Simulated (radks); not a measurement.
The numbers below are computed, except where a source is named.
Ionisation of neutral arsenic, [Ar] 3d10 4s2 4p3, to [Ar] 3d10 4s2 4p2 as the strength of local exchange is varied. Code: a radial shooting solver on a logarithmic mesh with Libxc functionals. Model: scalar-relativistic Kohn-Sham, Slater X-alpha exchange (alpha = 2/3 is LDA exchange), no correlation, spin-polarised, spherical densities, finite nucleus; open shells are filled with parallel spins first; Fermi nuclear charge, rms radius 4.0968 fm.

alpha	E(As) (hartree)	exchange (hartree)	IE (eV)	-e of the level emptied (eV)	<r> of it (bohr)
0.591	-2246.06247	-68.50534	8.337	4.526 (4p)	2.628
0.595	-2246.52663	-68.98351	8.377	4.562 (4p)	2.624
0.667	-2254.89811	-77.62356	9.126	5.223 (4p)	2.557
0.861	-2277.61160	-101.21453	11.283	7.175 (4p)	2.400
0.862	-2277.72927	-101.33730	11.294	7.185 (4p)	2.399
1.005	-2294.61871	-119.01733	13.011	8.774 (4p)	2.300

NIST Atomic Spectra Database: 9.789 eV (measured). The Delta-SCF value meets it near alpha = 0.73. Open shells are spherical and high-spin; term and fine-structure splittings are not resolved.
